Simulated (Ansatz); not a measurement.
Compare A (`[CH3][Al]([Cl])[BH]O`) with its isomer B (`B[CH2][Al]([OH])[Cl]`).

Calculated with Ansatz (gas phase, PBE0-D4/def2-TZVP geometries, no zero-point term in ΔE). CCSD(T)/CBS is the MP2 limit (def2-TZVPP, def2-QZVPP) plus CCSD(T) − MP2 in def2-TZVPP, frozen cores. DFT in def2-TZVPP. B3LYP here is the variant with VWN-RPA as its local correlation; programs differ in this. Each species was taken in one conformer, which may not be the lowest.

Q: Which is lower in electronic energy at CCSD(T)/CBS, and by how much? (Best estimate.)

A: The calculation gave: B, by 17.9 kcal/mol.

Q: Give E(B) − E(A) in kcal/mol with B3LYP-D4, r2SCAN-D4, CCSD/def2-TZVPP, B2PLYP, B3LYP, PBE0-D4, PBE-D4. (Best estimate.)

A: Computed: B3LYP-D4 -16.8, r2SCAN-D4 -18.6, CCSD/def2-TZVPP -17.5, B2PLYP -17.6, B3LYP -16.0, PBE0-D4 -15.6, PBE-D4 -14.5. None reverses the order clearly.

Largest T1 diagnostic: 0.012.

The D4 term adds −0.8 kcal/mol with B3LYP and −0.4 kcal/mol with PBE0; it sums over pairs of atoms, weighted by their polarisabilities, and B3LYP, whose exchange is more repulsive, gets the larger term. From PBE to PBE0 (25 % exact exchange), in def2-TZVPP and without D4, E(B) − E(A) moves by −1.1 kcal/mol.
